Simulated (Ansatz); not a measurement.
Stepwise reaction of `C[NH][GeH2][NH]C` with water, as a gas-phase model of exchange steps in deposition or etching. ΔE in kJ/mol.

Computed with Ansatz on PBE0-D4/def2-TZVP structures; ΔE is electronic, products minus reactants. CBS: MP2 limit from def2 TZ/QZ plus the TZ coupled-cluster correction, frozen cores. This one scheme is used for every species. DFT in def2-TZVPP. B3LYP here is the variant with VWN-RPA as its local correlation; programs differ in this. For Ge outer-core shells are correlated without core-valence functions, which leaves a few kJ/mol of doubt a bond. Scalar relativity is left out up to krypton. One conformer a species, not always the lowest.

```csv
step,reaction,PBE-D4,B3LYP-D4,ωB97M-V,CCSD(T)/CBS
1,`C[NH][GeH2][NH]C` + H₂O → `C[NH][GeH2][OH]` + CH₃NH₂,-24.5,-26.1,-26.3,-20.9
2,`C[NH][GeH2][OH]` + H₂O → `[OH][GeH2][OH]` + CH₃NH₂,-20.0,-21.7,-22.1,-16.1
```

(1) By hand: ΔE of the 2 steps together at CCSD(T)/CBS.

Answers

(1) (-20.9) + (-16.1) = -37.0 kJ/mol, or -18.5 kJ/mol a step.

In ΔE the steps differ by no more than 4.8 kJ/mol. All are downhill at CCSD(T)/CBS. PBE-D4 differs from CCSD(T)/CBS by -3.9 to -3.6 kJ/mol a step. Isolated molecules leave out the surface, adducts and barriers. Largest T1 diagnostic: 0.012.
